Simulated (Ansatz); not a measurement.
Coupled-cluster diagnostics for the cluster Na4⁻ (the lowest doublet isomer of a short search), Ansatz.

Geometry of the doublet (PBE0/def2-TZVPD):

| atom | x (Å) | y (Å) | z (Å) |
| --- | --- | --- | --- |
| Na1 | -1.7899 | 1.7323 | 1.6971 |
| Na2 | -0.0031 | -0.6111 | -0.4087 |
| Na3 | 0.0891 | -3.3954 | -2.2742 |
| Na4 | 1.7039 | 2.2742 | 0.9858 |

Correlated methods freeze 4 core orbitals; core or outer-core shells of Na are correlated, in sets that lack core-valence functions. The structure comes from a short search, and lower isomers may exist.

Geometry of the charge -1 quartet (PBE0/def2-TZVPD):

```xyz
4

Na   -2.665    0.881    1.438
Na    0.322   -0.394   -0.037
Na    3.082   -3.377   -0.458
Na   -0.739    2.890   -0.943
```

(1) Estimate the CCSD(T) correlation energy, the shares of MP2 and (T), T1 and the reference's ⟨S²⟩ for: charge -1, doublet, own geometry in def2-TZVPPD; charge -1, quartet, own geometry in def2-TZVPPD; charge 0, singlet, vertical in def2-TZVPPD; and the rough time on 4 threads of Intel Xeon Platinum 8259CL on a shared host.

## Answers

(1) 
```json
{"state": "charge -1, doublet, own geometry", "basis": "def2-TZVPPD", "correlation (eV)": "-20.200", "MP2 share (%)": "92.2", "(T) share (%)": "1.8", "T1": "0.059", "⟨S²⟩ (pure)": "1.76 (0.75)", "wall time": "86 s", "remarks": "large T1, spin-contaminated"}
{"state": "charge -1, quartet, own geometry", "basis": "def2-TZVPPD", "correlation (eV)": "-19.768", "MP2 share (%)": "93.3", "(T) share (%)": "1.7", "T1": "0.038", "⟨S²⟩ (pure)": "4.11 (3.75)", "wall time": "89 s", "remarks": "spin-contaminated"}
{"state": "charge 0, singlet, vertical", "basis": "def2-TZVPPD", "correlation (eV)": "-20.287", "MP2 share (%)": "93.8", "(T) share (%)": "1.7", "T1": "0.011", "⟨S²⟩ (pure)": "0.00 (0.00)", "wall time": "20 s", "remarks": "restricted SCF unstable"}
```
Customary marks for T1 are 0.02 (closed shells), 0.045 (open shells) and about 0.05 (3d metals). T1 exceeds 0.02 in 2 of 3 rows and 0.045 in 1; the higher it lies, the less the single-reference result can be trusted.
